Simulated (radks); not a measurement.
Question: These are the eigenvalues of the occupied orbitals of an atom or ion with whole-number occupations (eV). Method: scalar-relativistic Kohn-Sham, PBE, spin-polarised, spherical densities, finite nucleus; Fermi nuclear charge, rms radius of each element as measured or else 0.836 A^(1/3) + 0.57 fm; computed with a radial shooting solver on a logarithmic mesh with Libxc functionals.

| orbital | eigenvalue |
|---|---|
| 1s up | -69477.18 |
| 1s down | -69477.17 |
| 2s up | -11998.26 |
| 2s down | -11998.09 |
| 2p up | -10496.42 |
| 2p down | -10496.27 |
| 3s up | -2768.750 |
| 3s down | -2768.701 |
| 3p up | -2323.787 |
| 3p down | -2323.731 |
| 3d up | -1811.324 |
| 3d down | -1811.210 |
| 4s up | -576.8407 |
| 4s down | -576.6867 |
| 4p up | -430.8337 |
| 4p down | -430.6895 |
| 4d up | -245.5902 |
| 4d down | -245.4157 |
| 5s up | -86.9086 |
| 5s down | -85.2431 |
| 5p up | -51.3777 |
| 5p down | -49.1067 |
| 4f up | -40.4678 |
| 4f down | -40.0765 |
| 6s up | -13.0090 |
| 5d up | -12.7498 |

Which element is it, and in what charge state? The configuration may be excited. Open shells, if any, are filled with parallel spins first.

Answer: Z = 74, tungsten, charge +1: W+ in [Xe] 4f14 5d4 6s1. The list shows which subshells hold electrons but not how many an open one holds; the 1s level, -2553.2 hartree, gives Z - s = 71.5 by -(Z - s)^2/2, which with screening and relativity narrows Z to a few neighbours, and the depths of the outer levels then fix element, charge and occupations together.
